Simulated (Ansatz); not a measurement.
System: ZrH (charge 0, quartet). The spin state was set by rule; other spins were not relaxed. SMILES: [ZrH]
Geometry: optimised at B3LYP-D3(BJ)/def2-TZVP (Ansatz, an electronic-structure program).

Wanted: vertical electron affinity (to the triplet state of charge -1; a negative value means that the extra electron is unbound and the number depends on the basis; each state is the SCF solution reached for its spin; the UHF <S^2> is 2.69 for the triplet (pure: 2.00); for the triplet T1 is 0.133), in eV. Valence correlation only, unless marked. UHF or UKS for open shells. No spin-orbit coupling. Frozen are the shells of the preceding noble gas and the d and f shells that filled before the atom's block. Past Kr the def2 sets carry scalar-relativistic core potentials. Anions need diffuse functions: def2-D sets add few. CBS marks a two-point X^-3 extrapolation of the correlation energy; Hartree-Fock from the larger set.

| level | program | vertical electron affinity (eV) |
|---|---|---|
| SVWN5/def2-TZVPD | Ansatz | 0.77 |
| PBE/def2-TZVPD | Ansatz | 0.57 |
| r2SCAN/def2-TZVPD | Ansatz | 0.49 |
| B3LYP/def2-TZVPD | Ansatz | 0.68 |
| PBE0/def2-TZVPD | Ansatz | 0.51 |
| BHLYP/def2-TZVPD | Ansatz | 0.51 |
| CAM-B3LYP/def2-TZVPD | Ansatz | 0.62 |
| wB97M-V/def2-TZVPD | Ansatz | 0.64 |
| wB97X-V/def2-TZVPD | Ansatz | 0.58 |
| wB97X/def2-TZVPD | Ansatz | 1.03 |
| CCSD/def2-SVPD | Ansatz | 0.59 |
| CCSD/def2-TZVPPD | Ansatz | 0.64 |
| CCSD/def2-QZVPPD | Ansatz | 0.69 |
| CCSD/CBS(def2-TZVPPD,def2-QZVPPD) | Ansatz | 0.69 |
| CCSD(T)/def2-SVPD | Ansatz | 0.67 |
| CCSD(T)/def2-TZVPPD | Ansatz | 0.75 |
| CCSD(T)/def2-QZVPPD | Ansatz | 0.81 |
| CCSD(T)/CBS(def2-TZVPPD,def2-QZVPPD) | Ansatz | 0.81 |
